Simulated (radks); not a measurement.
Values are calculated unless marked as measured or tabulated.
The argon ion Ar+ inside a hard spherical wall (all orbitals vanish at R), configuration held at [Ne] 3s2 3p5 and not refilled when levels cross. Level of theory: scalar-relativistic Kohn-Sham, r2SCAN, spin-unpolarised, spherical densities, finite nucleus; meta-GGA in the generalised Kohn-Sham scheme; Fermi nuclear charge, rms radius 3.4274 fm (a radial shooting solver on a logarithmic mesh with Libxc functionals). Eigenvalues in eV, with the zero of energy where the potential of the charges vanishes at infinity; a dash marks a level that is unbound or too diffuse for the functional's potential to be trusted. A positive occupied level is held by the wall or, in an anion where self-interaction has pushed it up, behind a barrier. The pressure on the wall is -dE/dV.

R (bohr)  E (hartree)  kinetic (hartree)    e(2s)    e(2p)    e(3s)    e(3p)  e(4s, empty)  e(3d, empty)  pressure (GPa)
free       -528.80262            531.611  -316.60  -247.29  -37.839  -22.555             -             -               0
20         -528.80262            531.611  -316.60  -247.29  -37.839  -22.555             -             -        < 0.0001
15         -528.80262            531.611  -316.60  -247.29  -37.839  -22.555             -             -        < 0.0001
12         -528.80262            531.611  -316.60  -247.29  -37.839  -22.555             -             -        < 0.0001
7          -528.80258            531.611  -316.60  -247.29  -37.836  -22.552        -3.870        -2.729         0.00484
4          -528.75662            531.983  -315.18  -245.86  -36.896  -21.505         8.051         0.296            15.4
3.5        -528.65874            532.612  -313.18  -243.84  -35.580  -19.984        17.233         2.823            62.9
3          -528.35092            534.266  -308.67  -239.26  -32.489  -16.371        35.093         7.910             272
2.5        -527.36318            538.598  -298.89  -229.30  -24.959   -7.648        72.254        18.600            1270
